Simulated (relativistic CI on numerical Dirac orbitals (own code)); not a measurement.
# d3 in a ligand field

Computed with a parametric ligand-field model of a d^n configuration (Racah B and C, spin-orbit zeta, crystal field), exact diagonalisation.

Field parameters in Wybourne normalisation: D4h B²₀ = −7Ds, B⁴₀ = 21(Dq − Dt), B⁴₄ = 21√(5/14) Dq; Oh B⁴₀ = 21Dq, B⁴₄ = √(5/14) B⁴₀. The field is a parameter set, without covalency.

(1) Ground term and bands for B = 840, C = 3350, ζ = 0 cm⁻¹, D4h, 10Dq = 12550, Ds = -1500, Dt = 460 cm⁻¹?

(2) Ground term and bands for B = 350, C = 1810, ζ = 0 cm⁻¹, D4h, 10Dq = 17650, Ds = -1500, Dt = 770 cm⁻¹?

(3) Ground term and bands for B = 430, C = 1720, ζ = 0 cm⁻¹, D4h, 10Dq = 18800, Ds = -1500, Dt = -160 cm⁻¹?

(4) A d3 ion in Oh symmetry has the ground term 4A2 and bands at 4T2 7250 cm⁻¹ (1379 nm), 2E 11188 cm⁻¹ (894 nm), 4T1 11658 cm⁻¹ (858 nm), 2T1 11765 cm⁻¹ (850 nm), 2T2 15656 cm⁻¹ (639 nm), 4T1 19092 cm⁻¹ (524 nm). Which parameters reproduce them?

(5) Ground term and bands for B = 680, C = 3190, ζ = 0 cm⁻¹, D4h, 10Dq = 25200, Ds = 3000, Dt = 420 cm⁻¹?

Answers

(1) Ground term 4B1 with 0.00 electrons in the two orbitals of the cubic e set. Spin-allowed: 4E 8160 cm⁻¹ (1225 nm), 4B2 12550 cm⁻¹ (797 nm), 4E 14613 cm⁻¹ (684 nm), 4A2 15397 cm⁻¹ (649 nm). Lowest spin-forbidden: 2E 12783 cm⁻¹ (782 nm), 2B1 15217 cm⁻¹ (657 nm), 2A1 15906 cm⁻¹ (629 nm).

(2) Ground term 4B1 with 0.00 electrons in the two orbitals of the cubic e set. Spin-allowed: 4E 10639 cm⁻¹ (940 nm), 4E 14041 cm⁻¹ (712 nm), 4B2 17650 cm⁻¹ (567 nm), 4A2 20529 cm⁻¹ (487 nm). Lowest spin-forbidden: 2E 2130 cm⁻¹, 2B1 7822 cm⁻¹ (1278 nm), 2A1 8177 cm⁻¹ (1223 nm).

(3) Ground term 4B1 with 0.00 electrons in the two orbitals of the cubic e set. Spin-allowed: 4E 17905 cm⁻¹ (558 nm), 4B2 18800 cm⁻¹ (532 nm), 4E 23921 cm⁻¹ (418 nm), 4A2 29961 cm⁻¹ (334 nm). Lowest spin-forbidden: 2E 6912 cm⁻¹ (1447 nm), 2B1 8416 cm⁻¹ (1188 nm), 2A1 8579 cm⁻¹ (1166 nm).

(4) B = 600, C = 2370, ζ = 0 cm⁻¹, Oh, 10Dq = 7250 cm⁻¹.

(5) Ground term 4B1 with 0.00 electrons in the two orbitals of the cubic e set. Spin-allowed: 4A2 18761 cm⁻¹ (533 nm), 4E 19305 cm⁻¹ (518 nm), 4B2 25200 cm⁻¹ (397 nm), 4E 37088 cm⁻¹ (270 nm). Lowest spin-forbidden: 2E 11560 cm⁻¹ (865 nm), 2A1 14457 cm⁻¹ (692 nm), 2B1 14854 cm⁻¹ (673 nm).
